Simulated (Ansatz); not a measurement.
C5HF7, SMILES `FC1=C(F)C(F)(F)C(F)C1(F)F`, relaxed with RKS PBE-D4/def2-SVP in the Gaussian-basis code of Ansatz from a rough embedded geometry. The force threshold is 0.03 eV/Å; the program also tests the step.

Charge 0, multiplicity 1.

Start:

```xyz
13

F     0.528    1.071    2.379
C     0.303    0.494    1.225
C     1.194   -0.246    0.601
F     2.382   -0.532    0.965
C     0.575   -0.806   -0.663
F     1.458   -0.842   -1.722
F     0.093   -2.076   -0.504
C    -0.553    0.183   -0.965
F    -1.489   -0.326   -1.738
C    -0.964    0.541    0.455
F    -1.850   -0.346    0.948
F    -1.565    1.758    0.463
H    -0.111    1.126   -1.446
```

(1) By how much does the energy fall, and how many steps does the optimiser take? (Best estimate.)

(2) Which bonds change most? (Estimate.)

(3) Give the relaxed structure. (Estimate.)

Results:

(1) Ansatz gave: 0.35 eV, in 7 steps.

(2) Ansatz gave: C3–F4 from 1.275 to 1.323 Å; C8–F9 from 1.316 to 1.362 Å; C8–H13 from 1.147 to 1.111 Å; C2–C3 from 1.316 to 1.350 Å.

(3) The calculation gave: 
```xyz
13

F     0.434    1.030    2.440
C     0.295    0.464    1.253
C     1.190   -0.307    0.601
F     2.397   -0.661    1.012
C     0.651   -0.783   -0.722
F     1.579   -0.649   -1.714
F     0.285   -2.095   -0.686
C    -0.585    0.125   -0.952
F    -1.604   -0.535   -1.569
C    -0.978    0.621    0.464
F    -1.994   -0.131    0.974
F    -1.402    1.919    0.456
H    -0.268    1.003   -1.555
```
